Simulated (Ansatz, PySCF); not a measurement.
Pulling on the Ge2–H3 bond in BGeH5 (SMILES [BH2][GeH3]) (multiplicity 1 held, fragments rigid). Energies count from the point at 1.540 Å.
Geometry at that point (charge 0, multiplicity 1):
```xyz
7

B     -1.684    -0.090    -0.388
Ge     0.324     0.013     0.073
H      1.161    -1.182    -0.418
H      0.935     1.296    -0.532
H      0.506     0.120     1.602
H     -2.405     0.793    -0.046
H     -2.153    -1.005    -0.986
```

Unrestricted levels (U-) break spin symmetry where that is lower. Active spaces are followed from a long bond inwards. Curves can end on different states.

Correlated levels freeze the cores. Filled d and f shells under p-block atoms count as core. Rows in LANL2DZ carry no dispersion term and start afresh at each structure. LANL2DZ brings its own core potentials from Na on.

Programs: Ansatz (an electronic-structure program); PySCF for LANL2DZ rows. Each number belongs to the level named beside it.

Energies in kcal/mol.

```csv
R (Å),U-HF/LANL2DZ,U-B3LYP/LANL2DZ,U-B3LYP/cc-pVTZ,"FIC-MRCISD on CASSCF(2,2)/cc-pVTZ","FIC-MRCISD+Q on CASSCF(2,2)/cc-pVTZ"
1.232,29.8,30.1,29.0,31.1,31.1
1.386,5.7,6.2,5.5,6.3,6.2
1.540,0.0,0.0,0.0,0.0,0.0
1.694,4.1,3.2,3.7,3.4,3.4
1.848,13.2,11.2,11.9,11.5,11.6
2.078,31.0,26.6,27.5,26.8,27.1
2.309,47.2,42.7,43.4,42.1,42.5
2.694,59.7,66.2,66.3,62.7,63.3
3.079,64.1,78.4,78.6,75.5,76.3
3.541,65.7,84.1,84.5,82.8,83.7
4.157,66.3,86.3,86.8,85.8,86.7
4.927,66.5,87.0,87.5,86.5,87.4
```

Doubts at one or more of the structures used: a spin-contaminated determinant (U-HF/LANL2DZ, U-B3LYP/LANL2DZ, U-B3LYP/cc-pVTZ).
